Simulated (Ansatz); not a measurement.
Reaction (ligand exchange at the Si–C bond): `C=C[SiH2]S` + `OCS` → `SCO[SiH2]S` + `C=C`

Calculated with Ansatz (gas phase, PBE0-D4/def2-TZVP geometries, no zero-point term in ΔE). CCSD(T)/CBS adds triple-zeta CCSD(T) − MP2 to the extrapolated MP2 energy (def2 sets, frozen cores). This one scheme is used for every species. Functionals use def2-TZVPP. B3LYP here is the variant with VWN-RPA as its local correlation; programs differ in this. Each species was taken in one conformer, which may not be the lowest.

```
             level  ΔE (kcal/mol)  difference from CCSD(T)/CBS
            PBE-D4          -22.6                          1.9
         r2SCAN-D4          -24.6                         -0.1
           PBE0-D4          -22.9                          1.6
          B3LYP-D4          -25.6                         -1.1
           ωB97X-V          -24.4                          0.1
           ωB97M-V          -24.5                          0.0
            B2PLYP          -24.8                         -0.3
               PBE          -21.7                          2.8
            r2SCAN          -24.3                          0.2
              PBE0          -22.0                          2.5
             B3LYP          -24.1                          0.4
     HF/def2-TZVPP          -25.5                         -1.0
    MP2/def2-TZVPP          -24.8                         -0.3
SCS-MP2/def2-TZVPP          -25.0                         -0.5
   CCSD/def2-TZVPP          -24.5                          0.0
CCSD(T)/def2-TZVPP          -24.5                          0.0
     HF/def2-QZVPP          -25.6                         -1.1
    MP2/def2-QZVPP          -24.9                         -0.4
SCS-MP2/def2-QZVPP          -25.0                         -0.5
      HF/CBS(def2)          -25.6                         -1.1
     MP2/CBS(def2)          -24.8                         -0.3
    CCSD/CBS(def2)          -24.5                          0.0
       CCSD(T)/CBS          -24.5                            0
```

Largest T1 diagnostic among the species: 0.012.

The D4 term adds −1.5 kcal/mol with B3LYP and −0.9 kcal/mol with PBE0; it sums over pairs of atoms, weighted by their polarisabilities, and B3LYP, whose exchange is more repulsive, gets the larger term.
